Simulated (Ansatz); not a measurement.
A made-up structure of H₂TeSO, singlet:

```csv
atom,x (Å),y (Å),z (Å)
S1,-1.3106,-0.9749,-0.0612
O2,-0.3790,-0.0500,0.9344
Te3,1.6014,-0.0075,0.7093
H4,-1.4598,-0.0972,-1.0771
H5,-0.5321,0.6668,1.5697
```

It is relaxed with PBE-D4/def2-SVP and then PBE0-D4/def2-TZVP (Ansatz 0.2.0). Atoms count as bonded within 1.22 times the sum of their covalent radii (H–H: 0.88 Å). The end point is not checked to be a true minimum.

(1) Does its bonding change? (A judgement: the text doesn't fix the answer.)

Answers

(1) Computed: No: no bond forms or breaks.

Where it ends: The first stage lowers the energy by 0.92 eV in 17 steps. It ends as H₂TeSO ([SH][OH][Te]):
```tsv
atom	x (Å)	y (Å)	z (Å)
S1	-1.5766	-0.7892	0.0171
O2	-0.4191	-0.2553	1.1331
Te3	1.6683	0.1210	0.4544
H4	-1.0461	-0.1279	-1.0357
H5	-0.7065	0.5885	1.5062
```

Labels in which every atom is bracketed show which atoms are joined, not bond orders.

For scale, one of the runs: PBE0-D4/def2-TZVP relaxation, 130 basis functions, launched by `ansatz run in.yaml --threads 2 --pin off --events-out ev --progress --plain --max-ram 4352MiB`. Hardware: 2 CPU threads of an AMD EPYC 9B45, shared host. Wall time about 12 s.
